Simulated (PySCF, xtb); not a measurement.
BFH4N2, SMILES NB(N)F. Atoms are numbered in the order given.

```xyz
8

B      0.0000     0.0000     0.0192
F      0.0000     0.0000     1.3730
N      0.0000    -1.2523    -0.6383
H      0.0000    -2.1185    -0.1167
H      0.0000    -1.3710    -1.6415
N      0.0000     1.2523    -0.6383
H      0.0000     1.3710    -1.6415
H      0.0000     2.1185    -0.1167
```
Charge 0, spin multiplicity 1.

Geometry: B3LYP-D3(BJ)/def2-SVP. Other conformers were not sampled.

Computed with PySCF 2.14.0 with C-PCM-B3LYP/def2-SVP.

The values are the electrostatic part of the solvation free energy, E(continuum) − E(gas) at the gas-phase geometry, in a cavity of scaled van der Waals radii (PySCF's table); cavitation and dispersion terms are not included. In vacuum the orbital gap is 7.82 eV. The dipole moment in vacuum is 2.41 D.

Computed values in water (ε = 78.36), acetonitrile (ε = 35.69), cyclohexanone (ε = 15.62):
```tsv
solvent	ε	ΔG(elec) (kcal/mol)	dipole (D)	gap (eV)
water	78.36	-5.9	2.87	8.09
acetonitrile	35.69	-5.8	2.86	8.08
cyclohexanone	15.62	-5.6	2.84	8.07
```

For comparison, GFN2-xTB/ALPB(water) (xtb, at the GFN2-xTB geometry, all terms of that model) gives -7.5 kcal/mol.
